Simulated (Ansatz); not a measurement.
Basis-set extrapolation for `N[Si@H](O)O[Si@@H](N)F` (PBE0-D4/def2-TZVP geometry, frozen core, the Gaussian-basis code of Ansatz). Multiplicity 1, RHF reference.

```json
{"": "HF", "def2-TZVPP": "-940.521297", "def2-QZVPP": "-940.559127"}
{"": "MP2 correlation", "def2-TZVPP": "-1.383477", "def2-QZVPP": "-1.497864"}
{"": "CCSD(T) correlation", "def2-TZVPP": "-1.466841", "def2-QZVPP": "not run"}
```

Energies in hartree. Use E(X) = E(∞) + A·exp(−7.88·√X) for Hartree–Fock and E(X) = E(∞) + B·X^(−2.97) for correlation, with X = 3 and 4, and add CCSD(T) minus MP2 of the smaller set to the MP2 limit.

**Question.** What is the CCSD(T) energy at the basis-set limit?

**Answer.** HF limit: -940.559127 + (-0.037830) × 0.13774 = -940.56434. MP2 limit: -1.497864 + (-0.114387) × 0.74074 = -1.58260. Higher-order term: -1.466841 − (-1.383477) = -0.08336. Total: -942.23030 hartree, 152.0 kcal/mol below CCSD(T)/def2-TZVPP.
